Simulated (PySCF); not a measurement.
# [TiCl5]2-: apical angle as a parameter

[TiCl5]2-: Ti(III) (d1), charge -2. The structure is a model geometry with rigid ligands and bond lengths from ionic radii, not a minimum; coordination square pyramidal, point group C4v, metal–donor distances 2.32 Å.

```
6

Ti    0.0000    0.0000    0.0000
Cl    0.0000    0.0000    2.3200
Cl    2.2848    0.0000   -0.4029
Cl   -2.2848    0.0000   -0.4029
Cl    0.0000    2.2848   -0.4029
Cl    0.0000   -2.2848   -0.4029
```

Method (PySCF 2.14, density fitting): CASSCF(1,5) with orbitals averaged over all microstates of the shell, strongly contracted NEVPT2 on the averaged canonical orbitals; basis x2c-TZVPall on the metal, x2c-SVPall elsewhere; spin-free X2C; IEF-PCM water; spin-orbit coupling by state interaction with the mean-field operator over all roots.

The angle between the apical bond and the four basal bonds is varied.

| apical angle | group | ground | next state (NEVPT2) / cm⁻¹ | orbital energies above the lowest (NEVPT2 fit) / cm⁻¹ | μeff(300 K) / μB |
| --- | --- | --- | --- | --- | --- |
| 90.0° | C4v | 2E | 2B2 1627 | 0 0 1627 6821 19097 | 1.84 |
| 95.0° | C4v | 2E | 2B2 1037 | 0 0 1037 6174 18314 | 1.85 |
| 100.0° | C4v | 2E | 2B2 138 | 0 0 138 5383 17016 | 1.89 |
| 105.0° | C4v | 2B2 | 2E 1020 | 0 1020 1020 5455 16290 | 1.80 |
| 110.0° | C4v | 2B2 | 2E 2362 | 0 2362 2362 5669 15559 | 1.77 |

At 90.0°, 95.0°, 100.0° the ground state is orbitally degenerate, so the regular structure would distort there (Jahn–Teller).

Charge-transfer states lie outside this active space and may come lower than some of these levels. 2B2 (138 cm⁻¹) lies within 300 cm⁻¹ of 2E at NEVPT2 level, inside the method's error: their order is undecided, and g values and low-temperature moments can hang on it. NEVPT2 on the d shell alone tends to put d–d bands too high for such charged or covalently bound ions.
